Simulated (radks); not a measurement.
Values are calculated unless marked as measured or tabulated.
Neutral thallium inside a hard spherical wall (all orbitals vanish at R), configuration held at [Hg] 6p1 and not refilled when levels cross. Level of theory: scalar-relativistic Kohn-Sham, PBEsol, spin-polarised, spherical densities, point nucleus; open shells are filled with parallel spins first (spin-orbit coupling, left out, can overturn this in heavy ions) (a radial shooting solver on a logarithmic mesh with Libxc functionals). Eigenvalues in eV for spin up, with the zero of energy where the potential of the charges vanishes at infinity; a dash marks a level that is unbound or too diffuse for the functional's potential to be trusted. A positive occupied level is held by the wall or, in an anion where self-interaction has pushed it up, behind a barrier. The pressure on the wall is -dE/dV.

R (bohr)  E (hartree)  kinetic (hartree)    e(5p)    e(5d)   e(6s)   e(6p)  e(7s, empty)  e(6d, empty)  pressure (GPa)
free      -20240.4757          22803.876  -76.037  -15.468  -9.793  -2.629             -             -               0
20        -20240.4757          22803.876  -76.036  -15.468  -9.793  -2.629        -0.470         0.553        < 0.0001
7         -20240.4590          22803.966  -75.363  -14.813  -9.267  -1.836         4.466         5.099           0.738
6         -20240.4315          22804.107  -74.760  -14.239  -8.772  -0.948         8.413         7.685            2.94
5         -20240.3436          22804.545  -73.438  -13.004  -7.542   1.202        16.750        12.800            14.5
4         -20240.0001          22806.156  -70.094   -9.928  -3.809   7.169        36.726        24.586            97.4
3.5       -20239.4810          22808.470  -66.477   -6.571   0.902  14.163        57.556        36.705             296
2.5       -20234.6605          22828.107  -47.288   13.028  34.472  59.552        170.53        102.10            4390
2         -20223.0575          22871.593  -20.013   44.886  99.031  139.18        339.86        200.30           24300
1.5       -20175.0384          23033.732   58.148   141.05  310.05  378.69        797.61        467.25          200000
